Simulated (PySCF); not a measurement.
SrS and its ions

RHF-MP2; PySCF, scalar-relativistic core potentials, basis sets Sr def2-SVP with ECP28, S def2-SVP. Neutral (RHF): singlet (closed shell), Re = 2.499 Å, ωe = 371 cm⁻¹, De = 2.66 eV.

SrS⁺ (UHF): doublet (π ↑), Re = 2.664 Å, ωe = 329 cm⁻¹, De = 2.09 eV to Sr⁺ + S. The energies at the minima are -427.96436 hartree for SrS and -427.74494 for SrS⁺.

Question: Work out the adiabatic ionisation energy, without and with harmonic zero-point energies (1 hartree = 27.2114 eV, 1 eV = 8065.5 cm⁻¹), and the change of the bond length.

Answer: At MP2: 0.21942 hartree = 5.971 eV between the minima; the zero-point term (329.0 − 371.0)/2 cm⁻¹ = -0.003 eV makes it 5.968 eV. Re changes by +16.5 pm against the neutral. The electron leaves a π orbital, and the longer bond of the ion fits a bonding orbital, or a change in how ionic the bond is.

Correlated steps freeze 5 core orbitals. Correlated levels converge slowly with the basis: in double zeta they bind strong bonds too weakly, by up to about 1 eV, and carry superposition errors of some tenths. Spin–orbit coupling is left out. For an ion De counts to the pair picked by the measured ionisation energies or electron affinities, which need not be the lowest pair at this level. Where the molecule has an RHF reference, its open-shell atoms are computed with UHF. States were picked by a PBE0 search and need not be the measured ground states.

Neutral and ion stand on different kinds of reference determinant, which adds to the error of the difference.
